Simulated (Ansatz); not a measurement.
Geometry optimisation, DFT PBE-D3(BJ), scalar-relativistic, plane waves, PAW in Ansatz.

input.yaml

```yaml
crystal:
  lattice:
    - [7.22, 0.0, 0.0]
    - [0.0, 5.105311, 0.0]
    - [0.0, 0.0, 14.828983]
  atoms:
    - { symbol: Cu, position: [0.25, 0.25, 0.0674355] }
    - { symbol: Cu, position: [0.75, 0.25, 0.0674355] }
    - { symbol: Cu, position: [0.25, 0.75, 0.0674355] }
    - { symbol: Cu, position: [0.75, 0.75, 0.0674355] }
    - { symbol: Cu, position: [0.0, 0.0, 0.1535053] }
    - { symbol: Cu, position: [0.5, 0.0, 0.1535053] }
    - { symbol: Cu, position: [0.0, 0.5, 0.1535053] }
    - { symbol: Cu, position: [0.5, 0.5, 0.1535053] }
    - { symbol: Cu, position: [0.25, 0.25, 0.2395751] }
    - { symbol: Cu, position: [0.75, 0.25, 0.2395751] }
    - { symbol: Cu, position: [0.25, 0.75, 0.2395751] }
    - { symbol: Cu, position: [0.75, 0.75, 0.2395751] }
    - { symbol: Cu, position: [0.0, 0.0, 0.3256449] }
    - { symbol: Cu, position: [0.5, 0.0, 0.3256449] }
    - { symbol: Cu, position: [0.0, 0.5, 0.3256449] }
    - { symbol: Cu, position: [0.5, 0.5, 0.3256449] }
    - { symbol: B, position: [0.593192, 0.2488608, 0.4382622] }
basis:
  ecutwfc: 420.0
kpoints:
  mp_grid: { grid: [2, 3, 1] }
hamiltonian:
  xc: pbe
  dispersion: d3bj
  pseudopotentials: { kind: paw, azcp: { folder: soft_1 } }
scf:
  occupations: { method: fermi_dirac, width: 0.05 }
  lower_state_search: "off"
relax:
  f_tol: 0.08
  max_steps: 25
  adjacent_minimum: "off"
  constraints: [{ sites: [0, 1, 2, 3] }]
```

Run as:

```bash
$ ansatz run input.yaml --threads 4 --pin off --max-ram 10240MiB --backend cpu --events-out ev --progress --plain --runs-dir out
```

**Question.** Where does it end, and by what steps?

**Answer.** It converged. The force dipped under the threshold on the way, but the program's further checks kept it going. Limits of this set-up: coarse k mesh, thin slab, slab without dipole correction, odd electron count without spin. After 12 steps the energy has fallen by 2.647 eV; B17 moved furthest, 1.70 Å. Joined: Cu10–B17 (3.16 → 1.95 Å), Cu13–B17 (3.61 → 2.09 Å), Cu15–B17 (3.61 → 2.09 Å).

| step | energy less start (eV) | largest force component (eV/Å) | accepted |
| --- | --- | --- | --- |
| 0 | 0.0000 | 2.070 | yes |
| 1 | -0.4149 | 1.980 | yes |
| 2 | -0.7777 | 0.931 | yes |
| 3 | -1.0510 | 0.923 | yes |
| 4 | -1.3226 | 0.973 | yes |
| 5 | -1.6240 | 1.162 | yes |
| 6 | -1.8918 | 0.831 | yes |
| 7 | -2.1212 | 0.931 | yes |
| 8 | -2.3925 | 0.475 | yes |
| 9 | -2.5856 | 0.211 | yes |
| 10 | -2.6074 | 0.633 | yes |
| 11 | -2.6472 | 0.042 | yes |
| 12 | -2.6472 | 0.044 | yes |

```xyz
17
Lattice="7.2200 0.0000 0.0000 0.0000 5.1053 0.0000 0.0000 0.0000 14.8290" Properties=species:S:1:pos:R:3
Cu 1.805 1.276 1.000
Cu 5.415 1.276 1.000
Cu 1.805 3.829 1.000
Cu 5.415 3.829 1.000
Cu 0.059 -0.007 2.187
Cu 3.551 -0.010 2.193
Cu 0.059 2.560 2.187
Cu 3.551 2.562 2.193
Cu 1.813 1.276 3.721
Cu 5.418 1.276 3.298
Cu 1.810 3.829 3.758
Cu 5.421 3.829 3.447
Cu -0.173 0.029 4.776
Cu 3.807 0.028 4.788
Cu -0.173 2.523 4.776
Cu 3.807 2.524 4.788
B 5.432 1.276 5.249
```

Whether the end is a true minimum wasn't checked by a vibrational analysis.

The run took 2.8 min on 4 threads of Intel(R) Xeon(R) Platinum 8259CL CPU @ 2.50GHz (Skylake/Cascade Lake), with other jobs on the host, peak memory 1.7 GiB.
